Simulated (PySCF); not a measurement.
Si(F)(Br)(OH)2 (BrFH₂O₂Si), SMILES O[Si](F)(O)Br. Atoms are numbered in the order given.

```xyz
7

O     -0.1738     2.0364     0.2235
Si    -0.5620     0.4580     0.3685
O     -2.0646     0.2380    -0.2499
F     -0.5455    -0.0021     1.9150
Br     0.9730    -0.7599    -0.6316
H     -0.9141     2.6497     0.1363
H     -2.4562    -0.6426    -0.2131
```
Charge 0, spin multiplicity 1.

Coordinates come from a r2SCAN-D4/def2-SVP optimisation. A frequency run showed that this geometry is not a minimum. The structure was generated by enumeration, and PubChem lists no compound with its InChIKey, so it may never have been made. The values are those of a single conformer.

Two levels are set side by side: PBE/pcSseg-1 (PySCF) and KT2/pcSseg-1 (PySCF). GIAO shifts against CFCl3 (¹⁹F), H2O (¹⁷O), TMS (²⁹Si), TMS (¹H) at the same level; non-relativistic, no solvent, atoms listed together averaged. Without spin–orbit terms, shifts of atoms bonded to Cl or Br come out too high at both levels. Differences are taken from unrounded values.

```csv
quantity,KT2
δ(²⁹Si) of Si2 (ppm),-38.0
δ(¹⁹F) of F4 (ppm),-131.5
```

Question: What does PBE give, and how far is it from KT2? (An estimate is asked for; the answer gives what the named calculation found.)

Answer: 
| quantity | PBE | PBE minus KT2 |
|---|---|---|
| δ(²⁹Si) of Si2 (ppm) | -41.5 | -3.6 |
| δ(¹⁹F) of F4 (ppm) | -125.6 | 5.9 |

Rough cost on one machine, each run with all the roots and properties that it gave: KT2 against PBE within a factor of 2.
